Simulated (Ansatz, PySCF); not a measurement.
Cl2H5NSi2, SMILES Cl[SiH](Cl)N[SiH3].

The structure is a stationary point at PBE-D3(BJ)/def2-SVP. Other conformers were not sampled.

Vertical ionisation energy (IE) and electron affinity (EA) in eV. Rows of orbital energies are one-electron estimates. Where ΔSCF, EOM or ADC give a negative EA the extra electron is unbound and the value depends on the basis.

```
level                                                                   IE     EA
--------------------------------------------------------------------  ----  -----
−ε(HOMO), −ε(LUMO), B3LYP/def2-TZVP (PySCF)                            [?]    [?]
−ε(HOMO), −ε(LUMO), PBE/def2-TZVP (PySCF)                             6.72   0.91
ΔSCF, PBE0/def2-TZVPD (Ansatz), final states of multiplicity 2 and 2  9.96  -0.73
ΔSCF, PBE/def2-TZVPD (Ansatz), final states of multiplicity 2 and 2   9.61  -0.55
```

**Question.** Complete the blanks. (Estimate from the structure and the level; the computed values follow.)

**Answer.** 
- −ε(HOMO), −ε(LUMO), B3LYP/def2-TZVP (PySCF), IE: 7.85
- −ε(HOMO), −ε(LUMO), B3LYP/def2-TZVP (PySCF), EA: 0.27

**Question.** What vertical singlet–triplet gap does ΔSCF give with PBE0/def2-TZVPD (Ansatz, a program for electronic structure) and with PBE/def2-TZVPD (Ansatz)? (An estimate is asked for; the answer gives what the named calculation found.)

**Answer.** 5.98 and 5.59 eV (triplet above singlet where positive).
